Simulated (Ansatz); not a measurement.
Total energies of BH2(nPr) (C3H9B) from Ansatz at PBE0-D4/def2-TZVP, gas phase (1 Eh = 27.2114 eV = 2625.5 kJ/mol). The reference geometry is relaxed at PBE-D4/def2-SVP.

```csv
state,geometry,energy (Eh)
charge 0 singlet,reference,-144.42244
charge 1 doublet,reference,-144.02426
free B atom (doublet),–,-24.61828
free H atom (doublet),–,-0.50104
free C atom (triplet),–,-37.80537
```

Problem. Work out the vertical ionisation energy to the doublet.

Solution. E(charge 1 doublet) − E(charge 0 singlet) = -144.02426 − (-144.42244) = 0.39818 Eh = 10.84 eV. For comparison, −ε of the highest occupied level is 8.71 eV at this level, 2.13 eV less.

Problem. What is the binding energy per atom against free atoms?

Solution. Atoms: 1 × (-24.61828) + 9 × (-0.50104) + 3 × (-37.80537) = -142.54375 Eh. Binding: -142.54375 − (-144.42244) = 1.87869 Eh = 51.12 eV, or 3.93 eV for each of 13 atoms (no zero-point energy, no counterpoise term).
